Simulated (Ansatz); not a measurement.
Consider the formal exchange of groups at a B–C bond: `O=CB[SiH3]` + `[F][ZnH]` → `[F][Zn][BH][SiH3]` + `C=O`.

Gas-phase electronic energies from Ansatz, PBE0-D4/def2-TZVP geometries. CCSD(T)/CBS is the MP2 limit (def2-TZVPP, def2-QZVPP) plus CCSD(T) − MP2 in def2-TZVPP, frozen cores. This one scheme is used for every species. Functionals use def2-TZVPP. B3LYP here is the variant with VWN-RPA as its local correlation; programs differ in this. HSE06 is defined as in plane-wave codes. For Zn outer-core shells are correlated without core-valence functions, which leaves a few kJ/mol of doubt a bond. Scalar relativity is left out up to krypton. One conformer a species, not always the lowest.

```tsv
level	ΔE (kJ/mol)	difference from CCSD(T)/CBS
BLYP-D4	14.9	11.9
PBE0-D4	9.1	6.1
B3LYP-D4	9.0	6.0
r2SCANh-D4	14.9	11.9
PBE-QIDH	7.3	4.3
B3LYP	7.0	4.0
HSE06	8.5	5.5
CCSD(T)/def2-SVP	2.4	-0.6
HF/def2-QZVPP	-7.4	-10.4
MP2/def2-QZVPP	5.3	2.3
CCSD(T)/CBS	3.0	0
```

Largest T1 diagnostic among the species: 0.021, so the coupled-cluster value is less sure than usual.

From PBE to PBE0 (25 % exact exchange), in def2-TZVPP and without D4, ΔE moves by −8.0 kJ/mol. In def2-TZVPP, CCSD(T) changes the Hartree–Fock value by +13.3 kJ/mol (the triples alone add +4.9 kJ/mol) and MP2 by +14.4 kJ/mol. Leaving LDA and LC-ωPBE aside and taking each functional with its dispersion term where it has one, the values, not all of them listed here, spread over 16.4 kJ/mol, from BHLYP-D4 to r2SCAN-D4. LDA lies +14.0 kJ/mol from PBE without D4.
